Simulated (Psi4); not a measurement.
Input file for Psi4: SAPT0/jun-cc-pV(D+d)Z on C2H10Si (a complex).

```
memory 1800 MB

molecule dimer {
0 1
Si   -0.26225026   -0.05828708    0.21814180
H    -0.04980039    1.27412395    0.82569890
H    -1.64617342   -0.50909630    0.48457646
H     0.69436918   -1.02382723    0.80310152
H    -0.04378069    0.02655886   -1.24399954
--
0 1
C     0.88817016    0.25643512    4.16169287
C    -0.55954530   -0.18337834    3.96614862
H     1.38438993    0.42601438    3.20442174
H     1.46259435   -0.49922514    4.70114855
H     0.94652198    1.18545301    4.73216104
H    -1.13515297    0.57189689    3.42727194
H    -1.05636159   -0.35273127    4.92346910
H    -0.61901937   -1.11339829    3.39726030
units angstrom
symmetry c1
no_reorient
no_com
}

set {
  basis jun-cc-pV(D+d)Z
  scf_type df
  freeze_core true
}

energy('sapt0')
```

The log:

```
[...]
==> Input File <==

--------------------------------------------------------------------------
memory 1800 MB

molecule dimer {
0 1
Si   -0.26225026   -0.05828708    0.21814180
H    -0.04980039    1.27412395    0.82569890
H    -1.64617342   -0.50909630    0.48457646
H     0.69436918   -1.02382723    0.80310152
H    -0.04378069    0.02655886   -1.24399954
--
0 1
C     0.88817016    0.25643512    4.16169287
C    -0.55954530   -0.18337834    3.96614862
H     1.38438993    0.42601438    3.20442174
H     1.46259435   -0.49922514    4.70114855
H     0.94652198    1.18545301    4.73216104
H    -1.13515297    0.57189689    3.42727194
H    -1.05636159   -0.35273127    4.92346910
H    -0.61901937   -1.11339829    3.39726030
units angstrom
symmetry c1
no_reorient
no_com
}

set {
  basis jun-cc-pV(D+d)Z
  scf_type df
  freeze_core true
}

energy('sapt0')
--------------------------------------------------------------------------


   => Loading Basis Set <=

    Name: JUN-CC-PV(D+D)Z
    Role: ORBITAL
    Keyword: BASIS
    atoms 1         entry SI         line   566 file jun-cc-pv_dpd_z.gbs
    atoms 2-5, 8-13 entry H          line    60 file jun-cc-pv_dpd_z.gbs
    atoms 6-7       entry C          line   188 file jun-cc-pv_dpd_z.gbs

   => Loading Basis Set <=

    Name: JUN-CC-PV(D+D)Z
    Role: ORBITAL
    Keyword: BASIS
    atoms 1         entry SI         line   566 file jun-cc-pv_dpd_z.gbs
    atoms 2-5, 8-13 entry H          line    60 file jun-cc-pv_dpd_z.gbs
    atoms 6-7       entry C          line   188 file jun-cc-pv_dpd_z.gbs


  //>>>>>>>>>>>>>>>>>>>>>>>>>>>>>>>>>>>//
  //              Dimer HF             //
  //<<<<<<<<<<<<<<<<<<<<<<<<<<<<<<<<<<<//

   => Libint2 <=

    Primary   basis highest AM E, G, H:  7, 6, 3
    Auxiliary basis highest AM E, G, H:  7, 7, 4
    Onebody   basis highest AM E, G, H:  -, -, -
    Solid Harmonics ordering:            Gaussian


   => Loading Basis Set <=

    Name: JUN-CC-PV(D+D)Z
    Role: ORBITAL
    Keyword: BASIS
    atoms 1         entry SI         line   566 file jun-cc-pv_dpd_z.gbs
    atoms 2-5, 8-13 entry H          line    60 file jun-cc-pv_dpd_z.gbs
    atoms 6-7       entry C          line   188 file jun-cc-pv_dpd_z.gbs


         ---------------------------------------------------------
                                   SCF
               by Justin Turney, Rob Parrish, Andy Simmonett
                          and Daniel G. A. Smith
                              RHF Reference
                        1 Threads,   1716 MiB Core
         ---------------------------------------------------------

  ==> Geometry <==

    Molecular point group: c1
    Full point group: C1

    Geometry (in Angstrom), charge = 0, multiplicity = 1:

       Center              X                  Y                   Z               Mass
    ------------   -----------------  -----------------  -----------------  -----------------
         SI          -0.262250260000    -0.058287080000     0.218141800000    27.976926534650
         H           -0.049800390000     1.274123950000     0.825698900000     1.007825032230
         H           -1.646173420000    -0.509096300000     0.484576460000     1.007825032230
         H            0.694369180000    -1.023827230000     0.803101520000     1.007825032230
         H           -0.043780690000     0.026558860000    -1.243999540000     1.007825032230
         C            0.888170160000     0.256435120000     4.161692870000    12.000000000000
         C           -0.559545300000    -0.183378340000     3.966148620000    12.000000000000
         H            1.384389930000     0.426014380000     3.204421740000     1.007825032230
         H            1.462594350000    -0.499225140000     4.701148550000     1.007825032230
         H            0.946521980000     1.185453010000     4.732161040000     1.007825032230
         H           -1.135152970000     0.571896890000     3.427271940000     1.007825032230
         H           -1.056361590000    -0.352731270000     4.923469100000     1.007825032230
         H           -0.619019370000    -1.113398290000     3.397260300000     1.007825032230

  Running in c1 symmetry.

  Rotational constants: A =      0.51029  B =      0.03298  C =      0.03169 [cm^-1]
  Rotational constants: A =  15298.15236  B =    988.67108  C =    949.89310 [MHz]
  Nuclear repulsion =  106.818055007429649

  Charge       = 0
  Multiplicity = 1
  Electrons    = 36
  Nalpha       = 18
  Nbeta        = 18

  ==> Algorithm <==

  SCF Algorithm Type is DF.
  DIIS enabled.
  MOM disabled.
  Fractional occupation disabled.
  Guess Type is SAD.
  Energy threshold   = 1.00e-08
  Density threshold  = 1.00e-08
  Integral threshold = 1.00e-12

  ==> Primary Basis <==

  Basis Set: JUN-CC-PV(D+D)Z
    Blend: JUN-CC-PV(D+D)Z
    Number of shells: 57
    Number of basis functions: 113
    Number of Cartesian functions: 117
    Spherical Harmonics?: true
    Max angular momentum: 2

   => Loading Basis Set <=

    Name: (JUN-CC-PV(D+D)Z
[...]
 2.869281
     100A      2.892643   101A      2.910589   102A      2.957631
     103A      2.982655   104A      4.635556   105A      6.646285
     106A      6.650732   107A      6.717442   108A      6.718628
     109A      6.720436   110A     14.140548   111A     14.143806
     112A     14.197991   113A    103.605990

    Final Occupation by Irrep:
              A
    DOCC [     9 ]
    NA   [     9 ]
    NB   [     9 ]

  @DF-RHF Final Energy:   -79.23544837602847

   => Energetics <=

    Nuclear Repulsion Energy =             42.2653514519179936
    One-Electron Energy =                -189.0620993503705449
    Two-Electron Energy =                  67.5612995224240933
    Total Energy =                        -79.2354483760284722

Computation Completed


Properties will be evaluated at   0.000000,   0.000000,   0.000000 [a0]

Properties computed using the SCF density matrix


 Multipole Moments:

 ------------------------------------------------------------------------------------
     Multipole            Electronic (a.u.)      Nuclear  (a.u.)        Total (a.u.)
 ------------------------------------------------------------------------------------

 L = 1.  Multiply by 2.5417464519 to convert [e a0] to [Debye]
 Dipole X            :         -5.5833384            5.5836144            0.0002760
 Dipole Y            :         -1.2402749            1.2403222            0.0000473
 Dipole Z            :       -138.2384417          138.2387226            0.0002808
 Magnitude           :                                                    0.0003966

 ------------------------------------------------------------------------------------

  Constructing Basis Sets for SAPT...

   => Loading Basis Set <=

    Name: (JUN-CC-PV(D+D)Z AUX)
    Role: RIFIT
    Keyword: DF_BASIS_SAPT
    atoms 1         entry SI         line   376 file jun-cc-pvdz-ri.gbs
    atoms 2-5, 8-13 entry H          line    30 file jun-cc-pvdz-ri.gbs
    atoms 6-7       entry C          line   100 file jun-cc-pvdz-ri.gbs

   => Loading Basis Set <=

    Name: (JUN-CC-PV(D+D)Z AUX)
    Role: JKFIT
    Keyword: DF_BASIS_ELST
    atoms 1         entry SI         line   506 file jun-cc-pvdz-jkfit.gbs
    atoms 2-5, 8-13 entry H          line    70 file jun-cc-pvdz-jkfit.gbs
    atoms 6-7       entry C          line   146 file jun-cc-pvdz-jkfit.gbs


  //>>>>>>>>>>>>>>>>>>>>>>>>>>>>>>>>>>>//
  //               SAPT0               //
  //<<<<<<<<<<<<<<<<<<<<<<<<<<<<<<<<<<<//



        SAPT0
    Ed Hohenstein
     6 June 2009

      Orbital Information
  --------------------------
    NSO        =       113
    NMO        =       113
    NRI        =       355
    NRI (Elst) =       509
    NOCC A     =         9
    NOCC B     =         9
    FOCC A     =         5
    FOCC B     =         2
    NVIR A     =       104
    NVIR B     =       104

    Elst10,r            =    -0.000940411373 [Eh]
    Exch10              =     0.002750686744 [Eh]
    Exch10 (S^2)        =     0.002747081153 [Eh]

    Maxiter = 50
    CPHF R converge = 1.000000E-08

    Iter     Energy [mEh]          dE [mEh]         Residual      Time [s]
       1      -0.19126045       0.191260448     1.617030e-03             0
       2      -0.23143719       0.040176738     1.757003e-04             0
       3      -0.23043160      -0.001005582     2.775593e-05             0
       4      -0.23048417       0.000052572     5.794382e-06             0
       5      -0.23049509       0.000010910     1.163358e-06             0
       6      -0.23049153      -0.000003559     1.926357e-07             0
       7      -0.23049196       0.000000434     2.930947e-08             0
       8      -0.23049192      -0.000000039     4.880861e-09             0

    CHF Iterations converged

    Maxiter = 50
    CPHF R converge = 1.000000E-08

    Iter     Energy [mEh]          dE [mEh]         Residual      Time [s]
       1      -0.19386571       0.193865707     1.804662e-03             0
       2      -0.23460270       0.040736992     2.925027e-04             0
       3      -0.23488077       0.000278067     7.728707e-05             0
       4      -0.23447979      -0.000400972     1.929716e-05             0
       5      -0.23446776      -0.000012037     4.706666e-06             0
       6      -0.23449150       0.000023747     7.365875e-07             0
       7      -0.23448953      -0.000001978     1.996065e-07             0
       8      -0.23448933      -0.000000200     5.050396e-08             0
       9      -0.23448944       0.000000116     8.928289e-09             0

    CHF Iterations converged

    Ind20,r (A<-B)      =    -0.000230491921 [Eh]
    Ind20,r (B<-A)      =    -0.000234489442 [Eh]
    Ind20,r             =    -0.000464981363 [Eh]
    Exch-Ind20,r (A<-B) =     0.000215962851 [Eh]
    Exch-Ind20,r (B<-A) =     0.000174579265 [Eh]
    Exch-Ind20,r        =     0.000390542116 [Eh]
    Disp20              =    -0.002391662687 [Eh]
    Disp20 (SS)         =    -0.001195831343 [Eh]
    Disp20 (OS)         =    -0.001195831343 [Eh]
    Exch-Disp20         =     0.000188985124 [Eh]
    Exch-Disp20 (SS)    =     0.000105922910 [Eh]
    Exch-Disp20 (OS)    =     0.000083062214 [Eh]

    SAPT Results
  --------------------------------------------------------------------------------------------------------
    Electrostatics                 -0.94041137 [mEh]      -0.59011705 [kcal/mol]      -2.46904972 [kJ/mol]
      Elst10,r                     -0.94041137 [mEh]      -0.59011705 [kcal/mol]      -2.46904972 [kJ/mol]

    Exchange                        2.75068674 [mEh]       1.72608199 [kcal/mol]       7.22192705 [kJ/mol]
      Exch10                        2.75068674 [mEh]       1.72608199 [kcal/mol]       7.22192705 [kJ/mol]
      Exch10(S^2)                   2.74708115 [mEh]       1.72381945 [kcal/mol]       7.21246057 [kJ/mol]

    Induction                      -0.24497222 [mEh]      -0.15372239 [kcal/mol]      -0.64317447 [kJ/mol]
      Ind20,r                      -0.46498136 [mEh]      -0.29178021 [kcal/mol]      -1.22080840 [kJ/mol]
      Exch-Ind20,r                  0.39054212 [mEh]       0.24506888 [kcal/mol]       1.02536819 [kJ/mol]
      delta HF,r (2)               -0.17053297 [mEh]      -0.10701106 [kcal/mol]      -0.44773426 [kJ/mol]

    Dispersion                     -2.20267756 [mEh]      -1.38220104 [kcal/mol]      -5.78312914 [kJ/mol]
      Disp20                       -2.39166269 [mEh]      -1.50079099 [kcal/mol]      -6.27930952 [kJ/mol]
      Exch-Disp20                   0.18898512 [mEh]       0.11858996 [kcal/mol]       0.49618038 [kJ/mol]
      Disp20 (SS)                  -1.19583134 [mEh]      -0.75039550 [kcal/mol]      -3.13965476 [kJ/mol]
      Disp20 (OS)                  -1.19583134 [mEh]      -0.75039550 [kcal/mol]      -3.13965476 [kJ/mol]
      Exch-Disp20 (SS)              0.10592291 [mEh]       0.06646763 [kcal/mol]       0.27810056 [kJ/mol]
      Exch-Disp20 (OS)              0.08306221 [mEh]       0.05212233 [kcal/mol]       0.21807981 [kJ/mol]

  Total HF                          1.56530315 [mEh]       0.98224256 [kcal/mol]       4.10970286 [kJ/mol]
  Total SAPT0                      -0.63737441 [mEh]      -0.39995848 [kcal/mol]      -1.67342628 [kJ/mol]

  Special recipe for scaled SAPT0 (see Manual):
    Electrostatics sSAPT0          -0.94041137 [mEh]      -0.59011705 [kcal/mol]      -2.46904972 [kJ/mol]
    Exchange sSAPT0                 2.75068674 [mEh]       1.72608199 [kcal/mol]       7.22192705 [kJ/mol]
    Induction sSAPT0               -0.24343242 [mEh]      -0.15275615 [kcal/mol]      -0.63913173 [kJ/mol]
    Dispersion sSAPT0              -2.20193245 [mEh]      -1.38173347 [kcal/mol]      -5.78117284 [kJ/mol]
  Total sSAPT0                     -0.63508950 [mEh]      -0.39852467 [kcal/mol]      -1.66742724 [kJ/mol]
  --------------------------------------------------------------------------------------------------------



*** Psi4 exiting successfully. Buy a developer a beer!
```

The run finished.

Cost: about 6 core-seconds (a rough figure).
